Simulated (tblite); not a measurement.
Compound: C5H10FPSi.
Atom-mapped SMILES: `[CH2:1]=[CH:2][C@@H:3]1[CH2:4][Si@@H:5]([PH2:6])[C@@H:7]1[F:8]` (hydrogens: H9, H10 on C1; H11 on C2; H12 on C3; H13, H14 on C4; H15 on Si5; H16, H17 on P6; H18 on C7)

Computed with GFN2-xTB (tblite), gas phase: L-BFGS steps from a force-field or distance-geometry start until the largest atomic force falls under 0.01 eV/Å.

The end geometry, which sets the zero of energy:
```
atom  x, y, z in Å
C1     -3.1021    0.3501   -0.3558
C2     -1.8101    0.4690   -0.1157
C3     -0.7698   -0.4674   -0.6294
C4      0.1687   -0.9418    0.5046
Si5     1.5338    0.2859   -0.0419
P6      3.5093   -0.6350   -0.5580
C7      0.2684    0.2774   -1.5004
F8     -0.1753    1.4865   -1.9943
H9     -3.8216    1.0526    0.0286
H10    -3.4951   -0.4568   -0.9534
H11    -1.4310    1.2913    0.4765
H12    -1.2496   -1.2905   -1.1634
H13    -0.2712   -0.8287    1.4920
H14     0.4439   -1.9882    0.3843
H15     1.5319    1.5629    0.6863
H16     4.0708   -0.3783    0.6798
H17     4.0272    0.5266   -1.1051
H18     0.5631   -0.3093   -2.3759
```

**Question.** These geometries come from the run, each turned onto the end geometry. Order them by energy, lowest first.
A.
```
atom  x, y, z in Å
C1     -2.9730    0.6494   -0.3119
C2     -1.6900    0.4677   -0.0625
C3     -0.8313   -0.6057   -0.6410
C4      0.1391   -1.1742    0.4158
Si5     1.4388    0.1771   -0.0253
P6      3.5756   -0.2937   -0.4675
C7      0.2507    0.0229   -1.5442
F8     -0.1647    1.1013   -2.2906
H9     -3.4997    1.4851    0.1179
H10    -3.5431   -0.0041   -0.9547
H11    -1.1536    1.1629    0.5695
H12    -1.4546   -1.3548   -1.1396
H13    -0.2792   -1.2308    1.4198
H14     0.4685   -2.1770    0.1367
H15     1.3229    1.3996    0.7888
H16     4.0136    0.1455    0.7655
H17     3.7586    0.9484   -1.0462
H18     0.6126   -0.7131   -2.2716
```
B.
```
atom  x, y, z in Å
C1     -3.0745    0.4276   -0.3640
C2     -1.7868    0.4524   -0.0765
C3     -0.7801   -0.5046   -0.6200
C4      0.1890   -0.9852    0.4826
Si5     1.5097    0.2900   -0.0588
P6      3.5183   -0.5992   -0.4908
C7      0.2421    0.2329   -1.5162
F8     -0.2215    1.4179   -2.0485
H9     -3.7657    1.1479    0.0405
H10    -3.4903   -0.3167   -1.0242
H11    -1.3797    1.2095    0.5805
H12    -1.2892   -1.3172   -1.1433
H13    -0.2370   -0.9233    1.4802
H14     0.4986   -2.0158    0.3163
H15     1.4558    1.5671    0.6651
H16     4.0477   -0.2280    0.7315
H17     4.0119    0.5292   -1.1227
H18     0.5429   -0.3782   -2.3728
```
C.
```
atom  x, y, z in Å
C1     -2.9279    0.7248   -0.2936
C2     -1.6379    0.5260   -0.0446
C3     -0.8554   -0.6097   -0.6202
C4      0.1320   -1.2662    0.3776
Si5     1.3535    0.2590    0.0788
P6      3.4749   -0.1436   -0.4381
C7      0.2921   -0.0613   -1.4954
F8     -0.0020    0.9868   -2.3475
H9     -3.4347    1.5620    0.1087
H10    -3.4547    0.0283   -0.8911
H11    -1.1436    1.2804    0.5515
H12    -1.5645   -1.2988   -1.0862
H13    -0.2171   -1.4629    1.3694
H14     0.5212   -2.1519   -0.1092
H15     0.8960    1.4848    0.7702
H16     4.1295    0.0699    0.7304
H17     3.7492    1.0002   -1.1283
H18     0.6807   -0.9215   -2.0737
```
D.
```
atom  x, y, z in Å
C1     -3.0581    0.4886   -0.3514
C2     -1.7722    0.4519   -0.0579
C3     -0.7989   -0.5319   -0.6149
C4      0.1774   -1.0455    0.4657
Si5     1.5072    0.2260   -0.0778
P6      3.5832   -0.5352   -0.4443
C7      0.2348    0.1681   -1.5287
F8     -0.1887    1.3709   -2.0516
H9     -3.7229    1.2329    0.0529
H10    -3.5008   -0.2109   -1.0402
H11    -1.3414    1.1783    0.6158
H12    -1.3355   -1.3299   -1.1312
H13    -0.2252   -0.9964    1.4756
H14     0.4697   -2.0779    0.2679
H15     1.4076    1.5331    0.5944
H16     4.0780   -0.0872    0.7656
H17     3.9768    0.6218   -1.0904
H18     0.5004   -0.4505   -2.3907
```
E.
```
atom  x, y, z in Å
C1     -2.9950    0.5869   -0.3255
C2     -1.7097    0.4545   -0.0598
C3     -0.8081   -0.5863   -0.6355
C4      0.1496   -1.1321    0.4444
Si5     1.4752    0.1584   -0.0640
P6      3.6137   -0.3810   -0.4642
C7      0.2447    0.0756   -1.5519
F8     -0.1814    1.2422   -2.1517
H9     -3.5766    1.3843    0.1053
H10    -3.5135   -0.0768   -0.9983
H11    -1.2157    1.1558    0.5989
H12    -1.3984   -1.3505   -1.1427
H13    -0.2791   -1.0800    1.4413
H14     0.4253   -2.1667    0.2517
H15     1.2830    1.4103    0.6815
H16     4.0348    0.0697    0.7766
H17     3.8929    0.8320   -1.0790
H18     0.5498   -0.5899   -2.3684
```

**Answer.** B (0.005 eV), D (0.017 eV), E (0.043 eV), A (0.084 eV), C (0.531 eV).

In the order of the answer:

```csv
step,E above end (eV),largest force (eV/Å),rms force component (eV/Å),rms distance from end (Å),rms bond change (Å),bond most changed (Å)
69,0.005,0.04,0.012,0.091,0.001,C3–C4 -0.002
47,0.017,0.08,0.033,0.162,0.002,Si5–H15 +0.003
34,0.043,0.09,0.032,0.279,0.002,P6–H17 +0.004
21,0.084,0.16,0.057,0.364,0.004,C4–Si5 +0.011
3,0.531,1.45,0.426,0.480,0.019,C4–Si5 +0.061
```

What follows is the cost of the whole relaxation. Time: 0.89 s wall. Hardware: an Arm Neoverse V1 with one thread, shared host with 32 logical CPUs at a one-minute load of 29.
